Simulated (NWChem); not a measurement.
System: CCl$_{2}$FNOSi; SMILES O=C=N[Si](F)(Cl)Cl

The following NWChem deck was run.

```
start job
memory heap 200 mb stack 900 mb global 1100 mb
geometry units angstroms noautoz
  O     -0.001889     3.598465     0.195099
  C     -0.001623     2.449233     0.026827
  N     -0.001359     1.262357    -0.155136
  Si    -0.000021    -0.416681    -0.281223
  F     -0.000505    -0.813812    -1.833523
  Cl    -1.666734    -1.196063     0.573406
  Cl     1.668869    -1.193317     0.571668
end
basis spherical
  O library 6-31g*
  C library 6-31g*
  N library 6-31g*
  Si library 6-31g*
  F library 6-31g*
  Cl library 6-31g*
end
dft
  xc xwpbe 1.00 cpbe96 1.0 hfexch 1.00
  cam 0.4 cam_alpha 0.0 cam_beta 1.0
  iterations 150
  mulliken
end
task dft energy
```

Output (shortened):

```
             Northwest Computational Chemistry Package (NWChem) 7.3.0
             --------------------------------------------------------

 CS  symmetry detected

                             Geometry "geometry" -> ""
                             -------------------------

 Output coordinates in angstroms (scale by  1.889725989 to convert to a.u.)

  No.       Tag          Charge          X              Y              Z
 ---- ---------------- ---------- -------------- -------------- --------------
    1 O                    8.0000     0.27627053     3.61209671     0.00000000
    2 C                    6.0000     0.08360427     2.46670184     0.00000000
    3 N                    7.0000    -0.12355019     1.28396254     0.00000000
    4 Si                  14.0000    -0.28530407    -0.39201585     0.00000000
    5 F                    9.0000    -1.84569621    -0.75605559     0.00000000
    6 Cl                  17.0000     0.55172307    -1.18800001    -1.66780217
    7 Cl                  17.0000     0.55172307    -1.18800001     1.66780217

 Effective nuclear repulsion energy (a.u.)     504.3819283976

      Symmetry information
      --------------------

 Group name             Cs
 Group number              2
 Group order               2
 No. of unique centers     6

  pbe96 is a nonlocal functional; adding pw91lda local functional.

                                 NWChem DFT Module
                                 -----------------

 Summary of "ao basis" -> "ao basis" (spherical)
 ------------------------------------------------------------------------------
       Tag                 Description            Shells   Functions and Types
 ---------------- ------------------------------  ------  ---------------------
 O                           6-31g*                  6       14   3s2p1d
 C                           6-31g*                  6       14   3s2p1d
 N                           6-31g*                  6       14   3s2p1d
 Si                          6-31g*                  8       18   4s3p1d
 F                           6-31g*                  6       14   3s2p1d
 Cl                          6-31g*                  8       18   4s3p1d

      Symmetry analysis of basis
      --------------------------

        a'         71
        a"         39

            General Information
            -------------------
          SCF calculation type: DFT
          Wavefunction type:  closed shell.
          No. of atoms     :     7
          No. of electrons :    78
           Alpha electrons :    39
            Beta electrons :    39
          Charge           :     0
          Spin multiplicity:     1
          Use of symmetry is: on ; symmetry adaption is: on
          Maximum number of iterations: 150
          AO basis - number of functions:   110
                     number of shells:    48
          Convergence on energy requested:  1.00D-06
          Convergence on density requested:  1.00D-05
          Convergence on gradient requested:  5.00D-04

              XC Information
              --------------
                     Hartree-Fock (Exact) Exchange  1.000
                     LC-wPBE(h)Exchange Functional  1.000
            Perdew 1991 LDA Correlation Functional  1.000 local
           PerdewBurkeErnz. Correlation Functional  1.000 non-local

           Range-Separation Parameters
           ---------------------------
           Alpha           :  0.00
           Beta            :  1.00
           Gamma           :  0.40
           Short-Range HF  :     F

             Grid Information
             ----------------
          Grid used for XC integration:  medium
          Radial quadrature: Mura-Knowles
          Angular quadrature: Lebedev.
          Tag              B.-S. Rad. Rad. Pts. Rad. Cut. Ang. Pts.
          ---              ---------- --------- --------- ---------
          O                   0.60       49          12.0       434
          C                   0.70       49          11.0       434
          N                   0.65       49           9.0       434
          Si                  1.10       88           9.0       590
          F                   0.50       49          11.0       434
          Cl                  1.00       88          11.0       590
          Grid pruning is: on
          Number of quadrature shells:   372
          Spatial weights used:  Erf1

      Superposition of Atomic Density Guess
      -------------------------------------

 Sum of atomic energies:       -1473.79914960

      Non-variational initial energy
      ------------------------------

 Total energy =   -1476.196599
 1-e energy   =   -3042.618921
 2-e energy   =    1062.040393
 HOMO         =      -0.387221
 LUMO         =       0.055004

      Symmetry analysis of molecular orbitals - initial
      -------------------------------------------------

  Numbering of irreducible representations:

     1 a'          2 a"

  Orbital symmetries:

     1 a'          2 a"          3 a'          4 a'          5 a'
     6 a'          7 a'          8 a'          9 a"         10 a'
    11 a"         12 a'         13 a'         14 a"         15 a"
    16 a'         17 a'         18 a'         19 a"         20 a'
    21 a'         22 a'         23 a'         24 a"         25 a'
    26 a'         27 a"         28 a'         29 a'         30 a"
    31 a'         32 a'         33 a"         34 a'         35 a'
    36 a"         37 a"         38 a'         39 a"         40 a'
    41 a'         42 a"         43 a'         44 a'         45 a"
    46 a'         47 a'         48 a"         49 a'

     ---------------------------------------------
      Total Density - Mulliken Population Analysis
     ---------------------------------------------

    Atom       Charge   Shell Charges
 -----------   ------   -------------------------------------------------------
    1 O    8     8.69   2.00  0.95  3.01  0.93  1.78  0.02
    2 C    6     4.87   2.00  0.68  1.45  0.28  0.36  0.11
    3 N    7     7.73   2.00  0.81  2.62  0.79  1.50  0.01
    4 Si  14    12.39   2.00  2.00  5.97  0.73  1.12  0.07  0.22  0.28
    5 F    9     9.59   2.00  0.95  3.46  1.00  2.17  0.01
    6 Cl  17    17.37   2.00  2.00  5.98  1.37  3.69  0.56  1.75  0.01
    7 Cl  17    17.37   2.00  2.00  5.98  1.37  3.69  0.56  1.75  0.01

   convergence    iter        energy       DeltaE   RMS-Dens  Diis-err
 ---------------- ----- ----------------- --------- --------- ---------
 d= 0,ls=0.0,diis     1  -1477.1843104497 -1.98D+03  1.21D-02  1.62D+00
 d= 0,ls=0.0,diis     2  -1477.2333211248 -4.90D-02  5.35D-03  1.39D+00
 d= 0,ls=0.0,diis     3  -1477.3491086676 -1.16D-01  1.52D-03  7.75D-02
 d= 0,ls=0.0,diis     4  -1477.3550609297 -5.95D-03  5.47D-04  1.28D-02
 d= 0,ls=0.0,diis     5  -1477.3562693290 -1.21D-03  1.52D-04  6.02D-04
  Resetting Diis
 d= 0,ls=0.0,diis     6  -1477.3563344315 -6.51D-05  5.86D-05  2.12D-05
 d= 0,ls=0.0,diis     7  -1477.3563385146 -4.08D-06  1.60D-05  1.84D-06
 d= 0,ls=0.0,diis     8  -1477.3563386928 -1.78D-07  5.43D-06  1.07D-06

         Total DFT energy =    -1477.356338692758
      One electron energy =    -3043.781862047348
           Coulomb energy =     1170.407616852700
    Exchange-Corr. energy =     -108.364021895718
 Nuclear repulsion energy =      504.381928397609

 Numeric. integr. density =       78.000001092294

                  Occupations of the irreducible representations
                  ----------------------------------------------

                     irrep           alpha         beta
                     --------     --------     --------
                     a'               26.0         26.0
                     a"               13.0         13.0

                       DFT Final Molecular Orbital Analysis
                       ------------------------------------

 Vector   37  Occ=2.000000D+00  E=-4.664818D-01  Symmetry=a"
              MO Center=  4.4D-01, -1.0D+00, -4.7D-14, r^2= 4.4D+00
   Bfn.  Coefficient  Atom+Function         Bfn.  Coefficient  Atom+Function
  ----- ------------  ---------------      ----- ------------  ---------------
    81      0.386847  6 Cl px                99     -0.386847  7 Cl px
    83      0.344041  6 Cl pz               101      0.344041  7 Cl pz
    85      0.200322  6 Cl px               103     -0.200322  7 Cl px
    87      0.175519  6 Cl pz               105      0.175519  7 Cl pz
    77     -0.150581  6 Cl px                95      0.150581  7 Cl px

 Vector   38  Occ=2.000000D+00  E=-4.516126D-01  Symmetry=a'
              MO Center=  5.7D-02,  1.6D+00, -3.3D-15, r^2= 4.1D+00
   Bfn.  Coefficient  Atom+Function         Bfn.  Coefficient  Atom+Function
  ----- ------------  ---------------      ----- ------------  ---------------
    31      0.429795  3 N  px                 3     -0.375790  1 O  px
    35      0.339675  3 N  px                 7     -0.259773  1 O  px
    82     -0.174894  6 Cl py               100     -0.174894  7 Cl py
    81     -0.124298  6 Cl px                99     -0.124298  7 Cl px
    64      0.120255  5 F  py                86     -0.090115  6 Cl py

 Vector   39  Occ=2.000000D+00  E=-4.455494D-01  Symmetry=a"
              MO Center=  2.0D-01,  1.1D+00, -2.0D-14, r^2= 5.2D+00
   Bfn.  Coefficient  Atom+Function         Bfn.  Coefficient  Atom+Function
  ----- ------------  ---------------      ----- ------------  ---------------
    33      0.402965  3 N  pz                 5     -0.343881  1 O  pz
    37      0.321230  3 N  pz                82      0.304495  6 Cl py
   100     -0.304495  7 Cl py                 9     -0.238345  1 O  pz
    86      0.157415  6 Cl py               104     -0.157415  7 Cl py
    78     -0.118154  6 Cl py                96      0.118154  7 Cl py

 Vector   40  Occ=0.000000D+00  E= 7.487875D-02  Symmetry=a'
              MO Center=  2.3D-01,  8.7D-01, -8.3D-13, r^2= 4.9D+00
   Bfn.  Coefficient  Atom+Function         Bfn.  Coefficient  Atom+Function
  ----- ------------  ---------------      ----- ------------  ---------------
    52      0.719541  4 Si s                 53      0.596017  4 Si px
    49      0.452937  4 Si px                17     -0.410444  2 C  px
    84     -0.392017  6 Cl s                102     -0.392017  7 Cl s
    21     -0.368055  2 C  px                87     -0.328609  6 Cl pz
   105      0.328609  7 Cl pz                 7      0.288854  1 O  px

 Vector   41  Occ=0.000000D+00  E= 8.665066D-02  Symmetry=a"
              MO Center= -5.2D-02,  1.5D+00,  1.2D-12, r^2= 4.2D+00
   Bfn.  Coefficient  Atom+Function         Bfn.  Coefficient  Atom+Function
  ----- ------------  ---------------      ----- ------------  ---------------
    55      0.571573  4 Si pz                23     -0.492605  2 C  pz
    19     -0.486849  2 C  pz                51      0.426728  4 Si pz
     9      0.342927  1 O  pz                 5      0.309230  1 O  pz
    84      0.308045  6 Cl s                102     -0.308045  7 Cl s
    37      0.211236  3 N  pz                85     -0.151415  6 Cl px

 Vector   42  Occ=0.000000D+00  E= 1.004160D-01  Symmetry=a'
              MO Center= -2.2D-01, -5.2D-01, -3.4D-13, r^2= 4.7D+00
   Bfn.  Coefficient  Atom+Function         Bfn.  Coefficient  Atom+Function
  ----- ------------  ---------------      ----- ------------  ---------------
    52      1.177658  4 Si s                 48      0.551954  4 Si s
    66     -0.419898  5 F  s                 34     -0.382247  3 N  s
    84     -0.362822  6 Cl s                102     -0.362822  7 Cl s
    87     -0.357620  6 Cl pz               105      0.357620  7 Cl pz
    20      0.319783  2 C  s                 54     -0.271309  4 Si py

     ---------------------------------------------
      Total Density - Mulliken Population Analysis
     ---------------------------------------------

    Atom       Charge   Shell Charges
 -----------   ------   -------------------------------------------------------
    1 O    8     8.30   2.00  0.92  2.87  0.90  1.58  0.04
    2 C    6     5.46   2.00  0.70  1.95  0.22  0.46  0.12
    3 N    7     7.42   2.00  0.73  2.58  0.76  1.33  0.02
    4 Si  14    13.11   2.00  1.99  5.96  0.87  1.64 -0.01  0.21  0.45
    5 F    9     9.32   2.00  0.92  3.31  1.02  2.06  0.01
    6 Cl  17    17.20   2.00  2.00  5.97  1.36  3.69  0.58  1.58  0.02
    7 Cl  17    17.20   2.00  2.00  5.97  1.36  3.69  0.58  1.58  0.02

     -------------------------------------------
      Total Density - Lowdin Population Analysis
     -------------------------------------------

    Atom       Charge   Shell Charges
 -----------   ------   -------------------------------------------------------
    1 O    8     8.08   1.99  0.84  2.71  0.69  1.78  0.06
    2 C    6     5.78   1.98  0.52  1.69  0.33  0.98  0.28
    3 N    7     7.30   1.99  0.63  2.40  0.51  1.72  0.04
    4 Si  14    13.43   2.00  1.96  5.87  0.55  1.43  0.27  0.70  0.64
    5 F    9     9.22   1.99  0.92  3.18  0.85  2.26  0.02
    6 Cl  17    17.09   2.00  1.99  5.91  1.14  3.41  0.66  1.96  0.02
    7 Cl  17    17.09   2.00  1.99  5.91  1.14  3.41  0.66  1.96  0.02

     Multipole analysis of the density
     ---------------------------------

     L   x y z        total         alpha         beta         nuclear
     -   - - -        -----         -----         ----         -------
     0   0 0 0     -0.000000    -39.000000    -39.000000     78.000000

     1   1 0 0      0.065407      0.032704      0.032704      0.000000
     1   0 1 0      0.109868      0.054934      0.054934      0.000000
     1   0 0 1     -0.000000     -0.000000     -0.000000      0.000000

     2   2 0 0    -43.859910    -98.543329    -98.543329    153.226748
     2   1 1 0     -0.692312     -0.256711     -0.256711     -0.178891
     2   1 0 1      0.000000      0.000000      0.000000      0.000000
     2   0 2 0    -46.841749   -394.288963   -394.288963    741.736178
     2   0 1 1     -0.000000     -0.000000     -0.000000      0.000000
     2   0 0 2    -43.460058   -190.593479   -190.593479    337.726901
```

Level: LC-wPBE (HJS exchange hole, range parameter 0.4 per bohr)/6-31G* (spherical d). Coordinates come from a PBE0/def2-SVP optimisation.
